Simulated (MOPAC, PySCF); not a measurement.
H₂Cl₂Si, SMILES `Cl[SiH2]Cl`, neutral singlet in the gas phase. 

Z-matrix (Å, degrees):
```
Si
H 1 1.4699
H 1 1.4699 2 112.82
Cl 1 2.0522 2 108.47 3 120.19
Cl 1 2.0522 2 108.47 3 -120.19
```
Charge 0, spin multiplicity 1.

All levels are single points at this geometry (B3LYP-D3(BJ)/def2-TZVP); Pople sets use spherical d functions. Orbital energies aren't observables, and empty levels follow the basis.

PBE-D3(BJ)/def2-TZVP in PySCF gives dipole (D) = 1.11.

### Question
Estimate the dipole (D) from each of these levels: B3LYP-D3(BJ)/def2-TZVP in PySCF; B3LYP/3-21G in PySCF; B3LYP/6-311+G** in PySCF; B3LYP/6-31G* in PySCF; BP86/6-31G* in PySCF; M06-2X/6-31G* in PySCF; PBE/6-31G* in PySCF; SVWN5/6-31G* in PySCF; HF/3-21G in PySCF; HF/STO-3G in PySCF; PM6 in MOPAC; PM7 in MOPAC.

### Answer

| level | dipole (D) |
|---|---|
| B3LYP-D3(BJ)/def2-TZVP in PySCF | 1.21 |
| B3LYP/3-21G in PySCF | 2.33 |
| B3LYP/6-311+G** in PySCF | 1.64 |
| B3LYP/6-31G* in PySCF | 1.63 |
| BP86/6-31G* in PySCF | 1.54 |
| M06-2X/6-31G* in PySCF | 1.79 |
| PBE/6-31G* in PySCF | 1.53 |
| SVWN5/6-31G* in PySCF | 1.57 |
| HF/3-21G in PySCF | 2.85 |
| HF/STO-3G in PySCF | 2.99 |
| PM6 in MOPAC | 1.39 |
| PM7 in MOPAC | 2.17 |
